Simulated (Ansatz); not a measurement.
Q: Name a neutral molecule of C, Cl, Si and H with LUMO energy (ωB97M-V/def2-TZVPP) between 1.25 and 1.55 eV and HOMO energy (B3LYP/def2-TZVPP) between -8.05 and -7.75 eV (Ansatz, PBE0-D4/def2-TZVP geometry).

A: `[SiH3]C(Cl)Cl` (1.43 eV, -7.98 eV); `C#C[SiH2]CCl` (1.50 eV, -7.80 eV); `C=C([SiH3])CCl` (1.32 eV, -7.80 eV). Other molecules can fit too; these were computed, each in one conformer that needn't be the lowest.

B3LYP here is the variant with VWN-RPA as its local correlation; programs differ in this.
